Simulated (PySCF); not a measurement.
B(F)(OH)(OSiH3) (BFH₄O₂Si), SMILES OB(O[SiH3])F.

The structure is a stationary point at B3LYP-D3(BJ)/def2-SVP. The structure was generated by enumeration, and PubChem lists no compound with its InChIKey, so it may never have been made. Other conformers were not sampled.

Computed with PBE/def2-TZVP (PySCF).

Isolated molecule, no solvent.

```yaml
total_energy: -566.92295 hartree
point_group: Cs
highest_occupied_level: -7.76 eV
lowest_empty_level: -0.87 eV
orbital_gap: 6.89 eV
dipole_moment: 1.28 D
quadrupole, principal values (traceless, Buckingham form, about the centre of nuclear charge): -7.18, -0.52, 7.70 D·Å
mean_static_polarisability: 47.1 bohr³ (6.98 Å³)
polarisability_principal_values: 40.4, 45.7, 55.2 bohr³
```
